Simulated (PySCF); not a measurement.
C7H11P.
Numbering: `[CH3:1]/[CH:2]=[CH:3]\[P:4]1[CH2:5][CH:6]=[CH:7][CH2:8]1`

Geometry (GFN2-xTB, Å), atoms numbered from 1 in this order:
```
atom  x, y, z in Å
C1     3.1036   -0.0333   -0.3130
C2     2.0578   -0.8364    0.3783
C3     0.7510   -0.6213    0.3104
P4    -0.0340    0.7089   -0.6657
C5    -1.1036    1.3731    0.7246
C6    -2.2825    0.4567    0.8251
C7    -2.4622   -0.3876   -0.1744
C8    -1.4651   -0.3283   -1.2892
H9     2.6478    0.7537   -0.9097
H10    3.7025   -0.6731   -0.9604
H11    3.7740    0.4162    0.4194
H12    2.4327   -1.6564    0.9826
H13    0.0628   -1.2599    0.8557
H14   -0.5287    1.4289    1.6525
H15   -1.4286    2.3899    0.4794
H16   -2.9377    0.5337    1.6795
H17   -3.2816   -1.0872   -0.2368
H18   -1.1128   -1.3172   -1.5944
H19   -1.9052    0.1490   -2.1714
```

Probes without a nucleus sit at each ring's centroid and 1 Å off its mean plane on both sides; NICS is minus the shielding there, NICSzz its component along the normal. Level: GIAO PBE0/pcSseg-1 (PySCF, non-relativistic, gas phase) on the GFN2-xTB geometry, one conformer.

Ring bond lengths (Å), with Mayer bond orders in brackets: P4–C5 1.876 (0.97), C5–C6 1.497 (1.01), C6–C7 1.321 (1.91), C7–C8 1.497 (1.01), C8–P4 1.874 (0.97).

Give the NICS values of each ring in ppm.

```tsv
ring	type	NICS(0)	NICS(1), two faces	NICS(1)zz, two faces	rms pucker (Å)	centre to ring atoms, mean (Å)
P4–C5–C6–C7–C8	5-membered ring with P; formal bonds 1 double, 4 single	-3.2	-3.2 / -3.3	-4.8 / -5.4	0.10	1.36
```

What can be read from them?

- P4–C5–C6–C7–C8: mean NICS(1)zz -5.1 ppm, shielded. C5, C8 have four or more neighbours, and the NICS criterion for π rings isn't applied.

What are the shieldings of the ring atoms and their hydrogens in the same run (means over atoms taken as equivalent)?

```json
{"atoms": "P4", "environment": "phosphine phosphorus", "σ isotropic (ppm)": "386.5", "principal values of the symmetric part, first atom (ppm)": "335.8, 380.4, 443.4"}
{"atoms": "C5 (×2)", "environment": "sp3 carbon bound to phosphorus", "σ isotropic (ppm)": "147.3", "principal values of the symmetric part, first atom (ppm)": "126.6, 146.3, 168.0"}
{"atoms": "C6 (×2)", "environment": "alkene CH carbon", "σ isotropic (ppm)": "49.7", "principal values of the symmetric part, first atom (ppm)": "-58.5, 65.8, 141.1"}
{"atoms": "H14 (×4)", "environment": "methylene hydrogen", "σ isotropic (ppm)": "29.21", "principal values of the symmetric part, first atom (ppm)": "25.3, 28.0, 35.2"}
{"atoms": "H16 (×2)", "environment": "vinylic hydrogen", "σ isotropic (ppm)": "25.59", "principal values of the symmetric part, first atom (ppm)": "23.3, 25.9, 27.5"}
```
